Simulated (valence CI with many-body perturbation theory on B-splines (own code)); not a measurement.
Rb30+: what each term of the Hamiltonian does

Calculated by configuration interaction combined with many-body perturbation theory (CI+MBPT): five valence electrons over a frozen Dirac-Fock core [He], radial functions for each j: 9 s, 9 p, 8 d, 6 f, 3 g, 1 h, with the one-electron correlation potential Σ1 (screened to all orders), the two-electron term Σ2, the three-electron term Σ3, Breit, model QED; selected single and double excitations, second order for the rest (own B-spline code, finite nucleus).

No measured spectrum was set against this ion. As an estimate, large intervals hold to a few tenths of a per cent, small ones and those within an open d or f shell to about a per cent. Among the levels kept, up to 1500 cm⁻¹ of a level comes from second order outside the variational space, and about a tenth of that is noise between levels of different J, which matters for small intervals.

Each rung adds one term. CI alone is the Dirac-Coulomb CI over the frozen core; QED comes last and gives the full result, which names the levels. Energies are above (2s^2 2p1/2^2 2p3/2) J=3/2 on the same rung, in Ry.

Levels are named by their leading jj configuration (3d3/2^4 stands for four electrons in 3d with j = 3/2), which in mixed levels can hold well under half, so a name can repeat and another be missing. Letters in brackets count levels of one name in rising energy.

| Level | CI alone | Σ1 | Σ2 | Σ3 | Breit | QED | Full |
| --- | --- | --- | --- | --- | --- | --- | --- |
| (2s^2 2p1/2 2p3/2^2) J=3/2 | 4.04 | +0.003 | -0.001 | 0.000 | -0.074 | +0.010 | 3.98 |
| (2s^2 2p1/2 2p3/2^2) J=5/2 | 5.11 | +0.003 | +0.001 | -0.002 | -0.162 | +0.010 | 4.96 |
| (2s^2 2p1/2 2p3/2^2) J=1/2 | 6.28 | +0.003 | +0.006 | -0.003 | -0.067 | +0.009 | 6.23 |
| (2s^2 2p3/2^3) J=3/2 | 10.30 | +0.005 | +0.004 | -0.003 | -0.187 | +0.019 | 10.14 |
| (2s 2p1/2^2 2p3/2^2) J=5/2 | 13.67 | -0.012 | -0.012 | -0.003 | -0.028 | -0.102 | 13.51 |
| (2s 2p1/2^2 2p3/2^2) J=3/2 | 16.21 | -0.011 | -0.015 | -0.006 | -0.025 | -0.100 | 16.05 |
| (2s 2p1/2^2 2p3/2^2) J=1/2 | 16.23 | -0.011 | -0.010 | -0.006 | +0.018 | -0.101 | 16.12 |
| (2s 2p1/2 2p3/2^3) J=3/2 [a] | 19.28 | -0.010 | -0.016 | -0.008 | -0.052 | -0.096 | 19.10 |
| (2s 2p1/2 2p3/2^3) J=5/2 | 20.55 | -0.009 | -0.014 | -0.008 | -0.138 | -0.094 | 20.29 |
| (2s 2p1/2 2p3/2^3) J=1/2 | 21.94 | -0.009 | -0.020 | -0.012 | -0.051 | -0.095 | 21.76 |
| (2s 2p1/2 2p3/2^3) J=3/2 [b] | 22.82 | -0.009 | -0.028 | -0.014 | -0.109 | -0.095 | 22.57 |
| (2s 2p3/2^4) J=1/2 | 27.20 | -0.006 | -0.020 | -0.013 | -0.150 | -0.085 | 26.93 |
| (2p1/2^2 2p3/2^3) J=3/2 | 33.48 | -0.023 | -0.042 | -0.018 | +0.021 | -0.204 | 33.21 |
| (2p1/2 2p3/2^4) J=1/2 | 38.31 | -0.020 | -0.040 | -0.017 | -0.079 | -0.195 | 37.96 |
| (2s^2 2p1/2^2 3s) J=1/2 | 147.13 | +0.019 | +0.005 | -0.008 | -0.079 | +0.026 | 147.10 |
| (2s^2 2p1/2^2 3p1/2) J=1/2 | 150.05 | +0.016 | +0.004 | -0.008 | -0.044 | -0.005 | 150.01 |
| (2s^2 2p1/2 2p3/2 3s) J=3/2 [a] | 151.21 | +0.022 | +0.003 | -0.008 | -0.186 | +0.037 | 151.08 |
| (2s^2 2p1/2 2p3/2 3s) J=1/2 | 151.57 | +0.022 | +0.001 | -0.008 | -0.185 | +0.037 | 151.43 |
| (2s^2 2p1/2^2 3p3/2) J=3/2 | 151.80 | +0.017 | +0.002 | -0.008 | -0.082 | -0.002 | 151.72 |
| (2s^2 2p1/2 2p3/2 3s) J=5/2 | 152.08 | +0.022 | +0.004 | -0.009 | -0.259 | +0.037 | 151.88 |
| (2s^2 2p1/2 2p3/2 3s) J=3/2 [b] | 152.35 | +0.022 | +0.003 | -0.009 | -0.248 | +0.037 | 152.15 |
| (2s^2 2p1/2 2p3/2 3p1/2) J=1/2 | 154.11 | +0.019 | +0.001 | -0.008 | -0.147 | +0.005 | 153.98 |
| (2s^2 2p1/2 2p3/2 3p1/2) J=3/2 | 154.45 | +0.019 | +0.001 | -0.008 | -0.170 | +0.005 | 154.29 |
| (2s^2 2p1/2^2 3d3/2) J=3/2 | 154.94 | +0.020 | +0.004 | -0.008 | -0.087 | -0.004 | 154.86 |
| (2s^2 2p1/2 2p3/2 3p1/2) J=5/2 | 155.08 | +0.019 | +0.002 | -0.009 | -0.233 | +0.006 | 154.86 |
| (2s^2 2p1/2 2p3/2 3p3/2) J=5/2 [a] | 155.60 | +0.020 | +0.001 | -0.008 | -0.187 | +0.007 | 155.43 |
| (2s^2 2p1/2^2 3d5/2) J=5/2 | 155.70 | +0.020 | +0.004 | -0.008 | -0.111 | -0.003 | 155.60 |
| (2s^2 2p1/2 2p3/2 3p3/2) J=1/2 [a] | 155.80 | +0.020 | +0.001 | -0.008 | -0.200 | +0.008 | 155.62 |
| (2s^2 2p1/2 2p3/2 3p3/2) J=3/2 [a] | 155.94 | +0.019 | 0.000 | -0.008 | -0.195 | +0.006 | 155.76 |
| (2s^2 2p1/2 2p3/2 3p3/2) J=3/2 [b] | 156.21 | +0.020 | 0.000 | -0.008 | -0.208 | +0.007 | 156.02 |
| (2s^2 2p1/2 2p3/2 3p3/2) J=7/2 | 156.49 | +0.020 | +0.003 | -0.009 | -0.270 | +0.009 | 156.24 |

The middle columns are the shifts that each term adds.

(1) How does the ionisation energy move along the ladder, and which term matters most?

## Answers

(1) CI alone 3599.7, + Σ1 3600.0, + Σ2 3600.1, + Σ3 3600.0, + Breit 3598.4, + QED 3598.4 eV. The largest step is Breit, -1.5 eV. NIST lists 3600 ± 30 eV (semi-empirical).
